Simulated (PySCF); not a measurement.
CH5ClFNSi. Atoms are numbered in the order given.

```xyz
10

C      1.7291     0.8618     0.4374
Si     0.1082     0.2504    -0.2045
N     -1.0730     1.4777    -0.2467
F      0.3892    -0.4263    -1.6602
Cl    -0.6578    -1.2824     0.9512
H      1.6335     1.2277     1.4706
H      2.1097     1.6861    -0.1880
H      2.4793     0.0565     0.4198
H     -2.0585     1.2526    -0.3383
H     -0.8619     2.3943    -0.6285
```
Charge 0, spin multiplicity 1.

Geometry: r2SCAN-D4/def2-SVP. The structure was generated by enumeration; whether it is a known compound was not checked. Other conformers were not sampled.

These are PBE/pcSseg-1 (PySCF) values and carry that method's errors.

GIAO shieldings, no solvent; atoms listed in one row are averaged. δ = σ(ref) − σ: ¹³C against TMS (σ = 182.0 ppm); ²⁹Si against TMS (σ = 335.4 ppm); ¹⁵N against NH3 (σ = 267.0 ppm); ¹⁹F against CFCl3 (σ = 133.6 ppm); ³⁵Cl against HCl (σ = 936.5 ppm); ¹H against TMS (σ = 31.49 ppm), references at their B3LYP-D3(BJ)/def2-TZVP geometries, non-relativistic (without spin–orbit terms, shifts of atoms bonded to Cl or Br come out too high).

Computed chemical shifts:
| nucleus | atoms | count | δ (ppm) |
|---|---|---|---|
| ¹³C | C1 | 1 | 1.2 |
| ²⁹Si | Si2 | 1 | 2.8 |
| ¹⁵N | N3 | 1 | 47.1 |
| ¹⁹F | F4 | 1 | -127.8 |
| ³⁵Cl | Cl5 | 1 | 57.5 |
| ¹H | H9 | 1 | 1.54 |
| ¹H | H10 | 1 | 1.38 |
| ¹H | H6, H7, H8 | 3 | 0.65 |
